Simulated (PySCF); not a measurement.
# Electric field gradients and quadrupole coupling constants

C₅H₈ClFO₂.
Geometry (GFN2-xTB, Å), atoms numbered from 1 in this order:
```xyz
17
C5H8ClFO2 angstrom
C      2.3805    1.1625    0.4258
O      1.0443    1.0422    0.0034
C      0.5810   -0.2824    0.0178
C     -0.8754   -0.2968   -0.4743
C     -1.5746   -1.6180   -0.1676
F     -0.8773   -0.1070   -1.8385
C     -1.5930    0.8531    0.2271
O     -1.8687    0.8519    1.3830
Cl    -1.9685    2.1912   -0.8021
H      2.6285    2.2190    0.3606
H      2.4996    0.8200    1.4605
H      3.0527    0.5861   -0.2207
H      1.1855   -0.9177   -0.6476
H      0.6159   -0.6951    1.0369
H     -2.5364   -1.6403   -0.6743
H     -1.7315   -1.7086    0.9027
H     -0.9697   -2.4482   -0.5234
```

Field gradients from the PBE0/pcSseg-1 density (PySCF, non-relativistic), principal values in atomic units, ordered |Vxx| ≤ |Vyy| ≤ |Vzz|:

```tsv
atom	Vxx	Vyy	Vzz
O2	0.0566	2.0239	-2.0805
O8	0.4612	1.1561	-1.6174
Cl9	-1.0608	-2.3143	3.3751
```

Q: Find the asymmetry η = (Vxx − Vyy)/Vzz and the couplings χ = eQV/h (234.96 MHz × Q in barn × V in au), with Q(17O) = −0.0256 b, Q(35Cl) = −0.0817 b.

A: 
| atom | environment | nucleus | η | χzz (MHz) | χxx (MHz) | χyy (MHz) |
| --- | --- | --- | --- | --- | --- | --- |
| O2 | ether oxygen | 17O | 0.95 | 12.51 | -0.34 | -12.17 |
| O8 | carbonyl oxygen | 17O | 0.43 | 9.73 | -2.77 | -6.95 |
| Cl9 | chlorine bonded to C | 35Cl | 0.37 | -64.79 | 20.36 | 44.43 |

At O2 η is above 0.9: Vyy and Vzz are nearly equal in size and opposite in sign, so a small change could swap them and flip the sign of χzz. 

Q: What is Vzz at O2 in SI units (1 au = 9.71736 × 10²¹ V/m²)?

A: -2.0805 au = -20.217 × 10²¹ V/m².

Were the hydrogens deuterons (Q(2H) = 0.00286 b), χzz would run from 187 kHz (H14 and H13) to 210 kHz (H17).

Isolated species at its GFN2-xTB geometry (one conformer only). GFN2-xTB bond lengths can be off by several hundredths of an ångström, more for odd bonds, and the gradients follow them. With a basis this small, the couplings can be 20 % off.
